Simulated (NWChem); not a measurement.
Molecule: Si$_{2}$NH$_{3}$F$_{4}$; SMILES F[SiH](F)N[SiH](F)F

```xyz
10

Si    -1.4436     0.4081     0.0098
F     -2.5411     0.4372    -1.1703
F     -2.1146    -0.4287     1.2116
N     -0.0695    -0.4040    -0.6322
Si     1.5448    -0.3444    -0.0655
F      1.4640     0.4289     1.3470
F      2.4888     0.5400    -1.0249
H     -1.1542     1.7646     0.4959
H     -0.2656    -1.0069    -1.4293
H      2.1887    -1.6607     0.0839
```
Atoms are numbered in this order, from 1.

All runs: NWChem. The geometry was optimised at PBE0/def2-SVP. Level: PBE/def2-SVP with SMD (1 M gas to 1 M solution), gas-phase geometry. Reactions with the solvent are ignored.

For solvent dimethyl sulfoxide:

| Quantity | Result |
|---|---|
| solvation free energy (kcal/mol) | -3.2 |
| cavity-dispersion-structure term (kcal/mol) | 2.5 |

### Question
Estimate the same quantities for solvent 1-propanol.

### Answer
* **solvation free energy (kcal/mol)**: -4.6
* **cavity-dispersion-structure term (kcal/mol)**: 0.9
